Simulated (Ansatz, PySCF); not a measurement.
C₂H₂BF₂N, SMILES F[C@@H]1N=CB1F. Atoms are numbered in the order given.

```xyz
8

F      1.9626    -0.0775     0.0442
B      0.7313     0.2731     0.3294
C     -0.1254     1.5325     0.0777
N     -1.1247     0.7723    -0.2533
C     -0.6554    -0.5029     0.3530
F     -0.8272    -1.5776    -0.4531
H     -0.1246     2.6169    -0.0776
H     -1.1934    -0.6702     1.2989
```

Geometry optimised at PBE0-D3(BJ)/def2-SVP. The structure was generated by enumeration; whether it is a known compound was not checked.

Vertical ionisation energy (IE) and electron affinity (EA) in eV. Rows of orbital energies are one-electron estimates. Where ΔSCF, EOM or ADC give a negative EA the extra electron is unbound and the value depends on the basis.

```json
[
 {"level": "−ε(HOMO), −ε(LUMO), B3LYP/def2-TZVP (PySCF)", "IE": "7.86", "EA": "2.28"},
 {"level": "−ε(HOMO), −ε(LUMO), PBE/def2-TZVP (PySCF)", "IE": "___", "EA": "___"},
 {"level": "ΔSCF, CAM-B3LYP/def2-SVPD (Ansatz), final states of multiplicity 2 and 2", "IE": "10.55", "EA": "0.05"},
 {"level": "ΔSCF, PBE/def2-SVPD (Ansatz), final states of multiplicity 2 and 2", "IE": "10.20", "EA": "0.02"}
]
```

Task: Complete the blanks. (The exact figures need the calculation; the answer reports its results.)

Result: 
- −ε(HOMO), −ε(LUMO), PBE/def2-TZVP (PySCF), IE: 6.63
- −ε(HOMO), −ε(LUMO), PBE/def2-TZVP (PySCF), EA: 3.12

Task: What vertical singlet–triplet gap does ΔSCF give with CAM-B3LYP/def2-SVPD (Ansatz, a first-principles code) and with PBE/def2-SVPD (Ansatz)? (The exact figures need the calculation; the answer reports its results.)

Result: 3.18 and 3.07 eV (triplet above singlet where positive).
